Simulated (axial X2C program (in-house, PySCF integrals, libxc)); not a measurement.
**ZnF: properties at the nuclei**

Calculated with an in-house all-electron X2C program for linear molecules (integrals from PySCF): two-component X2C with atomic mean-field Coulomb and Gaunt terms, Gaussian nuclei, basis Zn dyall-cv3z, F dyall-av3z with contracted cores.

R = 1.779 Å (near the PBE0 minimum at charge 0 of the determinant lowest at the starting distance; the state shown can have its own minimum elsewhere).

Determinant lowest in the PBE0 search, Ω = 1/2 (⟨Sz⟩ = 0.50, ⟨Lz⟩ = 0.00 at PBE0), spin on the atoms Zn 0.46, F 0.04:

| level | Eeff magnitude (GV/cm) | Ws magnitude Zn (kHz) | A∥/gI Zn (MHz) | qzz Zn (a.u.) | A∥/gI F (MHz) | qzz F (a.u.) | μ (D) |
| --- | --- | --- | --- | --- | --- | --- | --- |
| PBE0 | 2.16 | 1.85 | 3640 | -1.77 | 138 | 1.21 | -3.02 |
| HF | 2.01 | 1.72 | 3300 | -2.38 | 107 | 0.86 | -3.32 |
| r2SCAN | 2.26 | 1.94 | 3670 | -1.72 | 150 | 1.23 | -2.85 |
| BP86 | 2.11 | 1.81 | 3590 | -1.43 | 149 | 1.36 | -2.73 |
| B3LYP | 2.19 | 1.87 | 3660 | -1.65 | 151 | 1.26 | -3.03 |

Eeff is the effective electric field on the electron electric dipole moment in this Ω state and Ws the scalar–pseudoscalar constant of the nucleus named (defined with the proton number Z and per Ω); A∥ (defined per Ω) follows by multiplying with gI = μI/(I μN); qzz is the electric field gradient, eQq0 = 234.96 MHz × Q/barn × qzz; μ is positive if the F end (last atom) is positive. The operators were transformed with the bare-nucleus X2C matrices; with these basis sets, hyperfine constants and field gradients can be off by tens of per cent, and where levels differ in sign neither size nor sign is settled.

(1) With gI(67Zn) = 0.3502, Q(67Zn) = 0.122 barn, gI(19F) = 5.2577 (g factors from the IAEA table of nuclear moments by Stone; Q from Pyykkö, Mol. Phys. 2018), turn the PBE0 values of the first state into constants in MHz.

Each state is one determinant with collinear spin. Unrestricted Hartree–Fock can overshoot spin polarisation at the nuclei. The search compared states at one distance, so a state with another bond length can lie lower.

Answers

(1) A∥(67Zn) = 3640 × 0.3502 = 1270 MHz; eQq0(67Zn) = 234.96 × (0.122) × (-1.77) = -50.7 MHz; A∥(19F) = 138 × 5.2577 = 726 MHz.
